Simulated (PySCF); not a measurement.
**Vibration and rotation of AlSn**

UHF-CCSD(T) constants of AlSn, ⁴Σ⁻ (quartet), unpaired electrons σ ↑, π ↑↑ (Al cc-pV(D+d)Z, Sn cc-pVDZ-PP with ECP28; scalar-relativistic core potentials (PySCF 2.14); masses 26.9815 and 119.9022 u):

- ωe: 263.0 cm⁻¹
- ωexe: 0.966 cm⁻¹
- Be: 0.10501 cm⁻¹
- αe: 0.000543 cm⁻¹
- De to Al + Sn: 1.92 eV

**Question.** What force constant and bond length do these constants imply?

**Answer.** Reduced mass μred = 22.025 u; k = 5.8918×10⁻⁷·μred·ωe² (u, cm⁻¹, mdyn/Å) = 0.898 mdyn/Å; Re = √(16.8576/(μred·Be)) (u, cm⁻¹, Å) = 2.700 Å.

**Question.** Estimate the centrifugal constant D from the Kratzer relation and find the Dunham coefficient a1.

**Answer.** D = 4Be³/ωe² = 6.7e-08 cm⁻¹; a1 = −1 − αeωe/(6Be²) = -3.16.

Correlated steps freeze 9 core orbitals. Correlated levels converge slowly with the basis: in double zeta they bind strong bonds too weakly, by up to about 1 eV, and carry superposition errors of some tenths. Spin–orbit coupling is left out, which matters for elements this heavy, above all for dissociation energies. The state is the lowest determinant that a PBE0 search found; another state may lie lower at other levels.
